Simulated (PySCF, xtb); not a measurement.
CH6ClNO2Si, SMILES NC[Si](O)(O)Cl. The values are those of a single conformer.

Harmonic wavenumbers (cm⁻¹) from xtb with GFN2-xTB at its own minimum, in rising order: 36, 113, 150, 184, 209, 249, 263, 286, 321, 357, 455, 698, 758, 797, 808, 891, 946, 1012, 1046, 1101, 1285, 1319, 1467, 1569, 2950, 2969, 3382, 3413, 3638, 3686.

### Question
What does PySCF with PBE-D3(BJ)/def2-SVP give at its own minimum? (An estimate is asked for; the answer gives what the named calculation found.)

### Answer
66, 113, 144, 178, 207, 247, 277, 323, 337, 376, 478, 684, 704, 778, 799, 871, 892, 936, 1058, 1072, 1226, 1332, 1367, 1592, 2967, 3023, 3395, 3474, 3765, 3768. Paired by order, the mean absolute difference is 33 cm⁻¹ and the zero-point energies are 52.0 and 52.1 kcal/mol.
